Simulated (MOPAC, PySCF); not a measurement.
C7H12BN, SMILES `B[C@@H]1CCC[C@H](C#N)C1`, neutral singlet in the gas phase. 

Cartesian coordinates (Å):
```xyz
21

B      1.1357    -1.5491     0.9629
C      0.9881    -0.7169    -0.3645
C      1.3290     0.7745    -0.2875
C      0.2291     1.5638     0.4161
C     -1.1350     1.3214    -0.2198
C     -1.4548    -0.1809    -0.3088
C     -1.5345    -0.7559     1.0338
N     -1.4981    -1.2101     2.1001
C     -0.3481    -0.9238    -1.0811
H      1.7346    -1.1072     1.9171
H      0.8081    -2.7133     0.9619
H      1.7731    -1.2338    -0.9642
H      2.2866     0.9186     0.2365
H      1.4644     1.1784    -1.3081
H      0.1911     1.2669     1.4791
H      0.4577     2.6412     0.4042
H     -1.9279     1.8450     0.3363
H     -1.1498     1.7177    -1.2495
H     -2.4304    -0.3305    -0.7993
H     -0.5959    -1.9932    -1.1598
H     -0.3227    -0.5130    -2.1053
```
Charge 0, multiplicity 1.

All levels are single points at this geometry (PBE0-D3(BJ)/def2-SVP); Pople sets use spherical d functions. Orbital energies aren't observables, and empty levels follow the basis.

```json
[
 {"level": "PBE-D3(BJ)/def2-TZVP in PySCF", "HOMO (eV)": "-7.11", "LUMO (eV)": "-1.90", "gap (eV)": "5.21", "dipole (D)": "4.32", "vertical IE, Delta-SCF (eV)": "9.76"},
 {"level": "TPSSh-D3(BJ)/def2-TZVP in PySCF", "HOMO (eV)": "-7.74", "LUMO (eV)": "-1.24", "gap (eV)": "6.50", "dipole (D)": "4.32", "vertical IE, Delta-SCF (eV)": "10.01"},
 {"level": "B3LYP/3-21G in PySCF", "HOMO (eV)": "-8.05", "LUMO (eV)": "-0.71", "gap (eV)": "7.34", "dipole (D)": "4.00", "vertical IE, Delta-SCF (eV)": "–"},
 {"level": "B3LYP/6-311+G** in PySCF", "HOMO (eV)": "-8.28", "LUMO (eV)": "-1.10", "gap (eV)": "7.18", "dipole (D)": "4.35", "vertical IE, Delta-SCF (eV)": "–"},
 {"level": "BP86/6-31G* in PySCF", "HOMO (eV)": "-6.98", "LUMO (eV)": "-1.61", "gap (eV)": "5.37", "dipole (D)": "4.17", "vertical IE, Delta-SCF (eV)": "–"},
 {"level": "M06-2X/6-31G* in PySCF", "HOMO (eV)": "-9.56", "LUMO (eV)": "0.51", "gap (eV)": "10.07", "dipole (D)": "4.07", "vertical IE, Delta-SCF (eV)": "–"},
 {"level": "SVWN5/6-31G* in PySCF", "HOMO (eV)": "-6.91", "LUMO (eV)": "-1.83", "gap (eV)": "5.08", "dipole (D)": "4.24", "vertical IE, Delta-SCF (eV)": "–"},
 {"level": "HF/3-21G in PySCF", "HOMO (eV)": "-11.54", "LUMO (eV)": "3.47", "gap (eV)": "15.01", "dipole (D)": "4.22", "vertical IE, Delta-SCF (eV)": "–"},
 {"level": "HF/STO-3G in PySCF", "HOMO (eV)": "-10.37", "LUMO (eV)": "7.25", "gap (eV)": "17.62", "dipole (D)": "3.36", "vertical IE, Delta-SCF (eV)": "–"},
 {"level": "AM1 in MOPAC", "HOMO (eV)": "-10.86", "LUMO (eV)": "1.63", "gap (eV)": "12.49", "dipole (D)": "3.22", "vertical IE, Delta-SCF (eV)": "–"},
 {"level": "PM3 in MOPAC", "HOMO (eV)": "-11.48", "LUMO (eV)": "0.65", "gap (eV)": "12.13", "dipole (D)": "3.79", "vertical IE, Delta-SCF (eV)": "–"},
 {"level": "PM6 in MOPAC", "HOMO (eV)": "-10.63", "LUMO (eV)": "0.07", "gap (eV)": "10.70", "dipole (D)": "4.12", "vertical IE, Delta-SCF (eV)": "–"},
 {"level": "PM7 in MOPAC", "HOMO (eV)": "-10.69", "LUMO (eV)": "-0.33", "gap (eV)": "10.36", "dipole (D)": "4.10", "vertical IE, Delta-SCF (eV)": "–"}
]
```
